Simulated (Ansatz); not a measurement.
Consider the substitution at a C–C bond: `C#CC[SiH2]C` + `CC(N)=O` → `C#CNC(C)=O` + `C[SiH2]C`.

Isolated molecules relaxed with PBE0-D4/def2-TZVP in Ansatz; ΔE leaves out vibrations. CCSD(T)/CBS is the MP2 limit (def2-TZVPP, def2-QZVPP) plus CCSD(T) − MP2 in def2-TZVPP, frozen cores. Functionals use def2-TZVPP. One conformer a species, not always the lowest.

`C#CC[SiH2]C`:

Cartesian coordinates in Å:
```
C 1.128 -0.285 -2.379
C 0.229 0.165 -1.721
C -0.811 0.693 -0.869
Si -0.265 0.685 0.947
C 0.203 -1.037 1.486
H 1.913 -0.679 -2.980
H -1.726 0.098 -0.966
H -1.065 1.718 -1.158
H 0.885 1.617 1.092
H -1.399 1.206 1.762
H -0.651 -1.715 1.417
H 1.001 -1.427 0.850
H 0.556 -1.040 2.520
```

`CC(N)=O`:

Cartesian coordinates in Å:
```
C 0.027 1.033 -0.383
C -0.035 -0.111 0.600
N -0.023 -1.354 0.057
O -0.084 0.071 1.797
H 0.960 1.575 -0.222
H -0.028 0.721 -1.427
H -0.792 1.719 -0.167
H 0.023 -1.508 -0.932
H -0.048 -2.145 0.677
```

`C#CNC(C)=O`:

```xyz
11

C    -2.881   -0.190   -0.690
C    -1.787    0.002   -0.240
N    -0.567    0.222    0.272
C     0.606   -0.195   -0.343
C     1.852    0.108    0.444
O     0.606   -0.767   -1.400
H    -3.848   -0.363   -1.097
H    -0.505    0.700    1.156
H     2.144   -0.790    0.994
H     1.727    0.925    1.157
H     2.653    0.349   -0.252
```

`C[SiH2]C`:

Z-matrix (Å, degrees):
```
C
Si 1 1.872
H 1 1.093 2 110.9
H 1 1.092 2 111.0 3 120.0
H 1 1.093 2 110.9 3 -120.0
C 2 1.872 1 111.5 3 60.0
H 2 1.491 1 109.5 3 -178.7
H 2 1.491 1 109.5 3 -61.3
H 6 1.092 2 111.0 1 -180.0
H 6 1.093 2 110.9 1 -60.0
H 6 1.093 2 110.9 1 60.0
```

Task: Is it downhill or uphill in electronic energy at CCSD(T)/CBS, and by how much? (Estimate.)

Result: The calculation gave: Uphill: ΔE = +48.3 kJ/mol.

Task: What do these levels give: r2SCAN-D4, B2PLYP, HF/def2-TZVPP, CCSD/def2-TZVPP, HF/def2-QZVPP, CCSD/CBS(def2)? (Best estimate.)

Result: Ansatz gave: r2SCAN-D4 42.3, B2PLYP 43.3, HF/def2-TZVPP 46.6, CCSD/def2-TZVPP 46.6, HF/def2-QZVPP 46.6, CCSD/CBS(def2) 48.8 kJ/mol.

Largest T1 diagnostic among the species: 0.015.

From PBE to PBE0 (25 % exact exchange), in def2-TZVPP and without D4, ΔE moves by +3.4 kJ/mol.
